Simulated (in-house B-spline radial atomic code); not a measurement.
Configurations of the iron ion Fe⁺, with energies counted from [Ar] 3d6 4s1. Computed with a radial B-spline atomic code at the basis-set limit: non-relativistic B3LYP, spin-polarised, spherical fractional occupations, exact exchange averaged over the configuration, point nucleus. Shells without spins written out take the highest spin.

Occupations are held fixed; configurations that lie above the ionisation limit could autoionise.

| configuration | E - E(ref) (eV) | highest orbital | its <r> (bohr) |
| --- | --- | --- | --- |
| [Ar] 3d6 5d1 | 12.886 | 5d up | 10.4 |
| [Ne] 3s2 3p5 3d6 4s2 | 56.173 | 4s down | 2.649 |
| [Ne] 3s2 3p5 3d6 4s1 4p1 | 60.142 | 4p up | 3.023 |
| [Ne] 3s2 3p5 3d6 4s1 4d1 | 66.914 | 4d up | 4.92 |
| [Ne] 3s2 3p5 3d6 4s1 4f1 | 69.886 | 4f up | 8.501 |

Task: Order these further configurations by energy, lowest first.
A. [Ne] 3s2 3p5 3d6 4s1 5s1
B. [Ar] 3d5 4s1 5d1
C. [Ne] 3s2 3p5 3d7 4s1
D. [Ar] 3d6 4p1
E. [Ar] 3d6 4d1

Result: D (5.0218 eV), E (10.491 eV), B (16.862 eV), C (52.223 eV), A (66.218 eV).

Task: How far above the reference does [Ar] 3d5 4s2 lie?

Result: 3.5719 eV; its least bound orbital is 4s down with <r> = 2.671 bohr.
